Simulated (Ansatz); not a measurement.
Process, species as SMILES: [SeH] (SeH) → H atom + Se atom
B3LYP-D3(BJ)/def2-TZVP geometries, fixed; electronic energies without zero-point terms.
Largest species:
```
Se
H 1 1.4749
```
Charge 0, spin multiplicity 2.

Basis-set convergence of the atomisation energy at r2SCAN with Ansatz (a first-principles code). All functions are spherical. The program fits the integrals of some runs and decomposes those of others, by size. Open shells are unrestricted. No added dispersion term, no relativity. Functions are those of the species that has most. Reference: the value in aug-cc-pV5Z, 79.26 kcal/mol, itself unsure by roughly 0.02 kcal/mol (its mean distance from pcseg-4, aug-pcseg-3, aug-cc-pVQZ). Deviations are taken from unrounded values.

```json
[
 {"basis": "cc-pVDZ", "functions": "32", "atomisation energy (kcal/mol)": "78.11"},
 {"basis": "aug-cc-pVDZ", "functions": "45", "atomisation energy (kcal/mol)": "78.51"},
 {"basis": "pcseg-1", "functions": "32", "atomisation energy (kcal/mol)": "78.07"},
 {"basis": "aug-pcseg-1", "functions": "45", "atomisation energy (kcal/mol)": "78.66"},
 {"basis": "def2-SVP", "functions": "37", "atomisation energy (kcal/mol)": "78.71"},
 {"basis": "def2-SVPD", "functions": "49", "atomisation energy (kcal/mol)": "79.23"},
 {"basis": "def2-TZVP", "functions": "54", "atomisation energy (kcal/mol)": "78.99"},
 {"basis": "def2-TZVPD", "functions": "66", "atomisation energy (kcal/mol)": "79.21"},
 {"basis": "cc-pVTZ", "functions": "57", "atomisation energy (kcal/mol)": "79.12"},
 {"basis": "aug-cc-pVTZ", "functions": "82", "atomisation energy (kcal/mol)": "79.23"},
 {"basis": "pcseg-2", "functions": "57", "atomisation energy (kcal/mol)": "78.98"},
 {"basis": "aug-pcseg-2", "functions": "82", "atomisation energy (kcal/mol)": "79.20"},
 {"basis": "def2-TZVPP", "functions": "62", "atomisation energy (kcal/mol)": "79.34"},
 {"basis": "def2-TZVPPD", "functions": "74", "atomisation energy (kcal/mol)": "79.49"},
 {"basis": "cc-pVQZ", "functions": "98", "atomisation energy (kcal/mol)": "79.26"},
 {"basis": "aug-cc-pVQZ", "functions": "139", "atomisation energy (kcal/mol)": "79.28"},
 {"basis": "pcseg-3", "functions": "101", "atomisation energy (kcal/mol)": "79.22"},
 {"basis": "aug-pcseg-3", "functions": "142", "atomisation energy (kcal/mol)": "79.22"},
 {"basis": "def2-QZVPP", "functions": "119", "atomisation energy (kcal/mol)": "79.28"},
 {"basis": "def2-QZVPPD", "functions": "131", "atomisation energy (kcal/mol)": "79.33"},
 {"basis": "cc-pV5Z", "functions": "159", "atomisation energy (kcal/mol)": "79.24"},
 {"basis": "aug-cc-pV5Z", "functions": "220", "atomisation energy (kcal/mol)": "79.26"}
]
```

What the diffuse functions change, pair by pair:
- cc-pVDZ to aug-cc-pVDZ: 13 more functions, deviation -1.15 to -0.75 kcal/mol
- pcseg-1 to aug-pcseg-1: 13 more functions, deviation -1.19 to -0.60 kcal/mol
- def2-SVP to def2-SVPD: 12 more functions, deviation -0.55 to -0.03 kcal/mol
- def2-TZVP to def2-TZVPD: 12 more functions, deviation -0.27 to -0.05 kcal/mol
- cc-pVTZ to aug-cc-pVTZ: 25 more functions, deviation -0.14 to -0.03 kcal/mol
- pcseg-2 to aug-pcseg-2: 25 more functions, deviation -0.28 to -0.06 kcal/mol
- def2-TZVPP to def2-TZVPPD: 12 more functions, deviation 0.08 to 0.23 kcal/mol
- cc-pVQZ to aug-cc-pVQZ: 41 more functions, deviation 0.00 to 0.02 kcal/mol
- pcseg-3 to aug-pcseg-3: 41 more functions, deviation -0.04 to -0.04 kcal/mol
- def2-QZVPP to def2-QZVPPD: 12 more functions, deviation 0.02 to 0.07 kcal/mol
- cc-pV5Z to aug-cc-pV5Z: 61 more functions, deviation -0.02 to 0.00 kcal/mol

Leaving out the reference's own pair, they bring the value nearer the reference by more than 0.02 kcal/mol in 6 of 10 pairs.
